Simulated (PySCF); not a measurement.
An unknown shows these calculated signals:

$^{1}$H NMR (400 MHz, computed): δ 5.18 (s, 3H), 5.07 (m, 1H), 4.24 (m, 1H), 2.66 (s, 3H), 1.01 (m, 2H), 0.41 (m, 3H).

$^{13}$C{$^{1}$H} NMR (computed): δ 252.9 (C), 40.5 (CH3), -5.1 (CH3).

A single conformation, in vacuum, relativity neglected, one averaged value for each set of equivalent atoms. Coordinates at the GFN2-xTB level; shielding tensors at PBE0/pcSseg-1 (GIAO); PySCF.

Referencing at the same level of theory: TMS for $^{1}$H (σ = 31.72 ppm), $^{13}$C (σ = 186.93 ppm).

Problem. Which of these does the molecule contain: a (CH3)2CH unit, a CH3CH2 unit, an NH or NH2 group, a Si–H bond, a Si–CH3 group?

Solution. 
- A (CH3)2CH unit: no.
- A CH3CH2 unit: no.
- An NH or NH2 group: no.
- A Si–H bond: yes (δH 5.07 (m)).
- A Si–CH3 group: yes (δC -5.1; δH 0.41 (m)).

The data belong to `CC(=O)[Si@@H](O[SiH3])[Si@H](C)P`, C3H13O2PSi3; they needn't prove each group on their own.

Carbon signals by region: 1 in the far downfield region (above 160 ppm), 2 below 50 ppm. Above 160 ppm: 252.9, carbonyl carbon.

Splittings by $^{31}$P in the carbon and heteronuclear signals aren't shown, as no couplings were computed. Shifts are as computed. Against solution values, carbons near 30 ppm lie about +3 ppm off and those near 130 ppm about +5 ppm. Of 1211 compounds with measured shifts, 218 miss one by over three times the rms of a fit or turn the order of signals round; such compounds aren't used in these exercises. No couplings were computed; multiplicities are counted from neighbouring protons, with m where these are inequivalent, close in shift, in a saturated or five-membered ring or joined by F or P, and br s for small geminal =CH2 splittings.
